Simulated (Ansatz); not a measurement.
Q: Name a neutral molecule of C, F, I with LUMO energy (ωB97M-V/def2-TZVPP) between 0.50 and 0.80 eV and HOMO–LUMO gap (B3LYP/def2-TZVPP) between 5.25 and 5.55 eV (Ansatz, PBE0-D4/def2-TZVP geometry).

A: `FC(F)=C(F)I` (0.76 eV, 5.43 eV). Other molecules can fit too; these were computed, each in one conformer that needn't be the lowest.

B3LYP here is the variant with VWN-RPA as its local correlation; programs differ in this.
